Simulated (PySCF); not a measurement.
# B²⁺: excitation energy

B²⁺ [He] 2s1 (2S) → B²⁺ [He] 3d1 (2D), as a difference of total energies. Calculation: PySCF 2.14, in x2c-TZVPPall with one added diffuse shell each of s, p, d type (6s4p3d1f, 40 functions); scalar relativity by spin-free X2C-1e. Correlated levels: valence and next inner shell: nothing frozen. The calculations carry no spin-orbit coupling.

```json
{"method": "UHF", "excitation energy (eV)": "24.275"}
{"method": "MP2 (valence and next inner shell)", "excitation energy (eV)": "24.289"}
{"method": "SCS-MP2 (valence and next inner shell)", "excitation energy (eV)": "24.290"}
{"method": "CCSD (valence and next inner shell)", "excitation energy (eV)": "24.291"}
{"method": "CCSD(T) (valence and next inner shell)", "excitation energy (eV)": "24.291"}
{"method": "CCSDT (valence and next inner shell)", "excitation energy (eV)": "24.291"}
```

The promoted electron is Rydberg-like, and one or two diffuse shells describe it only roughly, which tends to raise the upper state.
